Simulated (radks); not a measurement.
Task: Neutral rhenium, 75 electrons, occupied as [Xe] 4f14 5d7 (not the ground configuration). Method: non-relativistic Kohn-Sham, PBE, spin-polarised, spherical densities, point nucleus; open shells are filled with parallel spins first (spin-orbit coupling, left out, can overturn this in heavy ions); relativity is left out, which matters for an element this heavy; computed with a radial shooting solver on a logarithmic mesh with Libxc functionals. Some entries of the table are withheld. Estimate them.

orbital,occ.,eigenvalue (eV),<1/r> (bohr^-1),r(max) (bohr)
1s down,1,-65558.78,74.45,0.01340
1s up,1,-65558.77,74.45,0.01340
2s up,1,-10805.81,17.47,0.07297
2s down,1,-10805.67,17.47,0.07297
2p up,3,-10363.99,17.51,0.05664
2p down,3,-10363.88,17.51,0.05664
3s up,1,-2476.033,6.730,0.2002
3s down,1,-2475.988,6.730,0.2002
3p up,3,-2270.560,6.681,0.1886
3p down,3,-2270.512,6.681,0.1886
3d up,5,-1887.497,6.605,0.1487
3d down,5,-1887.408,6.605,0.1487
4s up,1,-497.5598,2.910,0.4498
4s down,1,-497.4580,2.909,0.4498
4p up,3,-411.1317,2.818,0.4503
4p down,3,-411.0237,2.818,0.4503
4d up,5,-253.3683,2.623,0.4459
4d down,5,-253.2355,2.623,0.4459
5s up,1,-64.8056,1.150,1.030
5s down,1,-63.4954,1.156,1.027
4f up,7,(1),2.209,0.4105
4f down,7,(2),2.213,0.4105
5p up,3,-39.6381,1.029,1.107
5p down,3,-38.1426,1.036,1.103
5d up,5,-3.6580,0.6597,1.440
5d down,2,-2.0471,0.6380,1.434

Result: 
(1) 4f up eigenvalue (eV): -46.4056
(2) 4f down eigenvalue (eV): -46.1770
